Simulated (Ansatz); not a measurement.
Ideal-gas functions of GaH3S3, SMILES `[SH][Ga]([SH])[SH]` at 600 K and 1 bar, from an Ansatz frequency run at PBE0-D4/def2-TZVP.

Molar mass 168.95 g/mol, point group Cs (symmetry number 1), electronic degeneracy 1, moments of inertia 238.969, 245.981, 484.95 u Å². Harmonic wavenumbers (cm⁻¹, unscaled): 107, 117, 123, 132, 239, 251, 352, 434, 437, 658, 713, 731, 2713, 2716, 2719.

Use S(trans) = R[1.5 ln M + 2.5 ln T − 1.1517]; rotational temperatures θ = 24.2544 K / I; S(rot) = R[ln(√π/σ · √(T³/θAθBθC)) + 1.5]; for each mode x = 1.438777 ν̃/T, S = R[x/(eˣ − 1) − ln(1 − e⁻ˣ)] and H = RT x/(eˣ − 1); 1 cm⁻¹ = 0.0119627 kJ/mol; R = 8.31446 J/(mol·K).

Question: By hand: the entropy, in J/(mol·K).

Answer: Translation 187.4. Rotation: θ = 0.1015, 0.0986, 0.05 K, giving 128.6. Vibration, mode by mode: 19.65, 18.91, 18.50, 17.91, 13.06, 12.66, 9.97, 8.35, 8.30, 5.33, 4.80, 4.64, 0.09, 0.09, 0.09, in all 142.3. Electronic 0.0. Sum 458.3 J/(mol·K).

Question: By hand: H − E and G − E in kJ/mol, counted from the electronic energy.

Answer: Zero-point energy ½ × 12442 × 0.0119627 = 74.4; thermal vibration 39.3; translation, rotation and pV give 4 RT = 20.0. H − E = 133.7 kJ/mol, and G − E = 133.7 − 600 × 458.3/1000 = -141.3 kJ/mol.

Vibration gives 31 % of the entropy, 75.0 J/(mol·K) of it from the modes under 150 cm⁻¹: soft modes count most, and the harmonic formula is weakest for them. The sum counts one conformer and one mirror image; others add a mixing term.
